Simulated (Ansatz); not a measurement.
A structure relaxed at PBE-D4/def2-SVP in Ansatz, charge 1, doublet:

```xyz
17

Cd   -0.652   -1.053    0.512
Cd   -1.764   -1.186   -2.700
Cd   -0.662    1.651   -2.110
Cd    1.362   -0.754    2.527
Cd    3.304   -0.796   -0.621
Cd    0.431    2.037    1.211
Cd    1.487   -2.168   -2.296
Cd    4.312   -1.918    1.938
Cd   -2.221    2.704    0.233
O     2.054   -2.313    0.702
O     0.856   -2.673    0.097
O     1.700    0.860   -0.501
O    -2.527    0.164    0.395
O    -3.045    0.396    1.701
O    -1.916    3.182   -1.760
O     0.613    0.185   -1.193
O    -3.332    1.682    1.866
```

Give its formula.

Cd9O8⁺.

Summarise the bond lengths by kind (pairs closer than 1.2 times the sum of covalent radii, bridged metal pairs left out).

11 × Cd–O 2.01 to 2.50 Å; 10 × Cd–Cd 2.83 to 3.42 Å; 4 × O–O 1.33 to 1.45 Å.

In the def2 sets Cd takes a core potential; there is no spin–orbit coupling. The structure holds 4 bonds between oxygen atoms, so isomers without such links may lie far lower. Another isomer (doublet) lies 0.98 eV lower at PBE0-D4/def2-TZVP; other spin states weren't run for this one.
